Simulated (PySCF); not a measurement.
An unknown gives this computed stick spectrum. Method used: PySCF, TDDFT wB97X-D/def2-SVPD, vertical, gas phase, core orbitals frozen in the response. Geometries: GFN2-xTB, one conformer each.

```
state  ν̃ (cm⁻¹)       f  main configurations (H = HOMO, L = LUMO)
   S1      59660  0.0029                    H→L (41%), H→L+2 (40%)
   S2      61710   0.010                H-1→L (37%), H-1→L+2 (29%)
   S3      62660  0.0086                    H→L (42%), H→L+2 (36%)
   S4      63770   0.021                 H-1→L+1 (65%), H→L+1 (9%)
   S5      64110   0.133                H→L+1 (68%), H-1→L+1 (12%)
   S6      64960   0.018                H-1→L (47%), H-1→L+2 (32%)
   S7      65510   0.022  H-2→L+2 (35%), H-2→L (32%), H-1→L+2 (8%)
   S8      67390  0.0083   H-2→L (21%), H→L+4 (19%), H-2→L+1 (11%)
```

Triplets computed (Tamm–Dancoff): 6.99, 7.32, 7.35 eV.

**Question.** Which structure fits? All have the formula C3H9FOSi2.
A. `CO[C@@H]1[SiH2]C[Si@@H]1F`
B. `O[Si@@H]1C[SiH2][C@H](F)C1`
C. `C(=C/[SiH2]F)(/OC)[SiH3]`

**Answer.** B. Its S1, at 7.40 eV, is the highest among the candidates; the nearest of the others has S1 at 6.10 eV. S1 is HOMO→LUMO (41%), HOMO→LUMO+2 (40%). Löwdin shares by element: HOMO carbon 46%, silicon 12% or more (atoms not listed hold the other 43%); LUMO silicon 40%, oxygen 8%, carbon 6% or more (atoms not listed hold the other 46%). At the same level the other candidates give, for their lowest levels:
- `CO[C@@H]1[SiH2]C[Si@@H]1F`: 5.57 eV (f 0.003); 6.39 eV (f 0.026); 6.57 eV (f 0.002); 6.96 eV (f 0.013); 7.08 eV (f 0.016); T1 5.23 eV; HOMO -8.86, LUMO 1.38 eV
- `CO/C([SiH3])=C\[SiH2]F`: 6.10 eV (f 0.335); 6.50 eV (f 0.009); 6.67 eV (f 0.000); 6.83 eV (f 0.005); 7.56 eV (f 0.003); T1 4.05 eV; HOMO -9.07, LUMO 1.11 eV
